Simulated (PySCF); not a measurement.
## Polarisability and C₆ of Ho⁵¹⁺ (holmium, charge +51)

[Ne] 3s2 3p4, high-spin 3P determinant. Computed with PySCF 2.14 in an even-tempered Gaussian basis (17 s from 11 bohr⁻², ratio 2.5; 12 p from 15 bohr⁻², ratio 2.5; 4 d from 62 bohr⁻², ratio 2.7; 4 f from 93 bohr⁻², ratio 2.7), with scalar relativity by spin-free X2C-1e. Coupled (time-dependent) response in atomic units; α is the mean over directions.

```json
{"method": "UHF", "mean α (bohr³)": "0.002888", "α xx, yy, zz": "0.003530, 0.001605, 0.003530", "C₆ (like pair)": "0.0001271", "S(−4)": "1.205e-05"}
{"method": "PBE0", "mean α (bohr³)": "0.002875", "α xx, yy, zz": "0.003503, 0.001620, 0.003503", "C₆ (like pair)": "0.0001261", "S(−4)": "1.209e-05"}
```

S(−4) is the Cauchy moment in α(ω) = α(0) + S(−4) ω² + …

Spin-orbit coupling is absent.

α(iu) at UHF:

| u (hartree) | α(iu) (bohr³) |
| --- | --- |
| 0 | 0.002888 |
| 2.00 | 0.002841 |
| 4.00 | 0.002712 |
| 8.00 | 0.002328 |
| 12.0 | 0.001934 |
| 16.0 | 0.001602 |
| 20.0 | 0.001341 |
| 30.0 | 0.0009128 |
| 40.0 | 0.0006763 |
| 60.0 | 0.0004450 |
| 100 | 0.0002742 |

A single London oscillator, α(iu) = α/(1 + u²/ω²), gives C₆ = (3/4) ω α². Matching the computed C₆ needs ω = 4 × 0.0001271 / (3 × 0.002888²) = 20.3 hartree.

For an ion, C₆ is the dispersion term alone; charge-induced terms of lower order in 1/R come first.

The components differ because the open shell of this determinant is not spherical; for a pure term their mean is the scalar polarisability.

Spin-orbit coupling is strong in this species (close to jj coupling), so the high-spin LS determinant is a model state, not a physical level.
